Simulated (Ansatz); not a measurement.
Molecular dynamics of AlBrHS

input.yaml

```yaml
crystal:
  periodic: [false, false, false]
  atoms:
    - { symbol: S, position_ang: [0.215221, 1.289897, -1.2493] }
    - { symbol: Al, position_ang: [-0.010316, -0.260454, 0.165633] }
    - { symbol: Br, position_ang: [0.179829, -2.466338, 0.588035] }
    - { symbol: H, position_ang: [-0.329135, 1.376595, 0.47523] }
magnetization:
  spin_polarized: true
  initial_magnetization: 1
basis:
  gaussian: { orbitals: def2-SVP }
hamiltonian:
  xc: b3lyp
  dispersion: d4
md:
  timestep: 0.5
  n_steps: 200
  ensemble: nve
  temperature: 300.0
  initial_velocities: maxwell_boltzmann
  seed: 12055
```

Run as:

```bash
$ ansatz run input.yaml --threads 2 --pin off --max-ram 3072MiB --backend cpu --events-out ev --progress --plain --runs-dir out
```

It starts at the highest image of a converged band, a first-order saddle point between two minima.

Output, in part (step lines, the closing report, with atoms numbered from 0):

```
md step     0: t =     0.00 fs  T =   300.0 K  F+E_penalty+E_count = -87483.49913431 eV  E_kin = 0.077556 eV  conserved = -87483.42157831 eV  (30 SCF iters)
md step     1: t =     0.50 fs  T =   295.2 K  F+E_penalty+E_count = -87483.49789225 eV  E_kin = 0.076315 eV  conserved = -87483.42157733 eV  (28 SCF iters)
md step     2: t =     1.00 fs  T =   284.5 K  F+E_penalty+E_count = -87483.49512737 eV  E_kin = 0.073562 eV  conserved = -87483.42156582 eV  (28 SCF iters)
md step     3: t =     1.50 fs  T =   268.8 K  F+E_penalty+E_count = -87483.49104207 eV  E_kin = 0.069498 eV  conserved = -87483.42154382 eV  (29 SCF iters)
md step     4: t =     2.00 fs  T =   249.5 K  F+E_penalty+E_count = -87483.48600131 eV  E_kin = 0.064489 eV  conserved = -87483.42151266 eV  (29 SCF iters)
md step     5: t =     2.50 fs  T =   228.4 K  F+E_penalty+E_count = -87483.48051028 eV  E_kin = 0.059035 eV  conserved = -87483.42147512 eV  (28 SCF iters)
md step     6: t =     3.00 fs  T =   207.9 K  F+E_penalty+E_count = -87483.47517025 eV  E_kin = 0.053735 eV  conserved = -87483.42143520 eV  (28 SCF iters)
md step     7: t =     3.50 fs  T =   190.4 K  F+E_penalty+E_count = -87483.47061589 eV  E_kin = 0.049218 eV  conserved = -87483.42139760 eV  (28 SCF iters)
[... lines left out ...]
Total energy: -87484.50739264 eV, -3214.9963475504 hartree
Atom 0 at     0.289314     1.107357    -1.248091 Å, force     0.595519    -0.174139    -1.472058 eV/Å
Atom 1 at    -0.229406    -0.120168     0.452797 Å, force    -0.219309    -0.667223     1.043030 eV/Å
Atom 2 at     0.217678    -2.453940     0.510575 Å, force    -0.106523     0.895424    -0.232532 eV/Å
Atom 3 at     0.178471     2.444529    -1.109577 Å, force    -0.269687    -0.054061     0.661560 eV/Å
Dipole moment:    -0.117315     0.520914     0.106599 e Å
```

The steps, from the saved trajectory:

```tsv
time (fs)	T (K)	potential energy less start (eV)	conserved less start (meV/atom)
0.0	300	0.000	0.00
3.0	208	0.024	0.04
6.0	210	0.024	0.06
9.0	468	-0.043	0.05
12.0	1128	-0.213	0.17
15.0	2747	-0.634	-0.43
18.0	2852	-0.658	0.39
21.0	3373	-0.797	-0.56
24.0	1738	-0.371	0.20
27.0	2268	-0.509	-0.16
30.0	1967	-0.432	-0.34
33.0	2168	-0.486	-0.78
36.0	1709	-0.364	0.09
39.0	1890	-0.410	0.14
42.0	3163	-0.743	-0.81
45.0	3128	-0.731	-0.08
48.0	3598	-0.854	-0.29
51.0	2473	-0.561	0.19
54.0	3357	-0.792	-0.51
57.0	1885	-0.408	0.41
60.0	2053	-0.456	-0.70
63.0	767	-0.120	0.16
66.0	886	-0.151	0.13
69.0	2050	-0.455	-0.66
72.0	2231	-0.499	-0.01
75.0	2820	-0.653	-0.32
78.0	1821	-0.392	0.20
81.0	3069	-0.717	-0.40
84.0	2360	-0.532	0.24
87.0	2810	-0.652	-0.81
90.0	1704	-0.362	0.19
93.0	2190	-0.489	0.02
96.0	2867	-0.666	-0.59
99.0	3585	-0.852	-0.70
```

All steps were run. The conserved energy stayed within 0.97 meV per atom of its start (net change -0.94 meV per atom), so the integration is sound. The system heated up, since it started high on the potential surface and ran downhill. A run of 0.1 ps of so small a system gives no equilibrium averages.

The step under study would form Al2–H4 and break S1–H4. These pairs go: Al2–H4 1.70 → 3.03 Å, S1–H4 1.81 → 1.35 Å. In the last frame they stand as before the step (other bonds may differ from the relaxed reactants and products). It ends as one piece, AlBrHS. Pairs count as bonded within 1.25 times the sum of covalent radii (0.12 Å more for H–H).

Last frame:

```xyz
4
Properties=species:S:1:pos:R:3
S 0.289 1.107 -1.248
Al -0.229 -0.120 0.453
Br 0.218 -2.454 0.511
H 0.178 2.445 -1.110
```

The run took 7.4 min on 2 threads of Arm Neoverse V1 (shared host), peak memory 0.2 GiB.
